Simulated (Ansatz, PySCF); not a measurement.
The pair A = C2H4 (SMILES C=C) (first 6 atoms), B = CH6Si (SMILES C[SiH3]); geometry from B3LYP-D3(BJ)/def2-TZVP.
(charge 0, multiplicity 1):
```xyz
14

C      0.49074    -0.01534     0.01816
C     -0.80891     0.21796     0.12473
H      1.21802     0.54424     0.59331
H      0.88059    -0.77580    -0.64766
H     -1.53757    -0.34112    -0.44987
H     -1.19579     0.97848     0.79195
C     -0.76147    -1.01624     3.77078
Si     0.53206     0.33672     3.86161
H     -1.71560    -0.66988     4.17235
H     -0.45008    -1.88978     4.34650
H     -0.91681    -1.32425     2.73621
H      0.10112     1.53423     3.09916
H      1.82392    -0.12748     3.30021
H      0.76119     0.74818     5.26905
```

Correlated levels freeze the cores. Rows in 6-31G* carry no dispersion term and start afresh at each structure (6-31G* with six Cartesian d functions). MP2/6-31G* freezes PySCF's default core.

Run with Ansatz (a program for electronic structure); PySCF for 6-31G* rows. Each number belongs to the level named beside it.

Total energies (hartree), monomers frozen at their geometry in the pair:

```csv
structure,MP2/6-31G*,MP2/aug-cc-pV(D+d)Z,CCSD(T)/aug-cc-pV(D+d)Z
AB,-408.7726320,-408.9029004,-408.9948745
A in the pair's basis,-78.2867007,-78.3288792,-78.3691044
B in the pair's basis,-330.4857224,-330.5718066,-330.6237145
A,-78.2848562,-78.3279578,-78.3681532
B,-330.4851485,-330.5709020,-330.6227859
```

Question: Work out the interaction energy without and with the counterpoise correction, and the superposition error, for each level.

Answer: 
E(AB) − E(A) − E(B), times 627.509 kcal/mol, with the monomers in their own basis and then in the pair's basis:
- MP2/6-31G*: -1.65 uncorrected, -0.13 corrected; the monomers gain 1.52 kcal/mol from borrowed functions
- MP2/aug-cc-pV(D+d)Z: -2.54 uncorrected, -1.39 corrected; the monomers gain 1.15 kcal/mol from borrowed functions
- CCSD(T)/aug-cc-pV(D+d)Z: -2.47 uncorrected, -1.29 corrected; the monomers gain 1.18 kcal/mol from borrowed functions
